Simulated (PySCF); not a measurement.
WO2Cl, SMILES [O]=[W](=[O])[Cl] (connectivity only; charge and spin as stated), neutral, multiplicity 2. Atoms are numbered in the order given.

```xyz
4

W      0.2277    -0.0767     0.0000
O      1.1454     0.2535     1.4067
O      1.1454     0.2535    -1.4067
Cl    -2.0691     0.0953     0.0000
```
Charge 0, spin multiplicity 2.

Geometry: B3LYP-D3(BJ)/def2-SVP. The spin state was assumed, not searched. The isomer is the one that the SMILES or the coordinates give; other isomers of the formula were not compared. The def2 effective core potentials stand for the cores of W; spin–orbit coupling is left out.

Level of theory: B3LYP-D3(BJ)/def2-SVP run with PySCF.

Frequencies are harmonic and unscaled.

### Question
Estimate the vibrational spectrum. (An estimate is asked for; the answer gives what the named calculation found.)

### Answer

```csv
mode,ν (cm⁻¹),IR (km/mol),moving atoms (share of kinetic energy)
1,81,22.0,"O 67 %, W 22 %, Cl 11 %"
2,152,4.4,"O 61 %, Cl 27 %, W 12 %"
3,310,2.7,"O 76 %, Cl 23 %"
4,418,40.9,"Cl 62 %, W 21 %, O 17 %"
5,986,167.9,"O 89 %, W 11 %"
6,1030,76.7,O 94 %
```
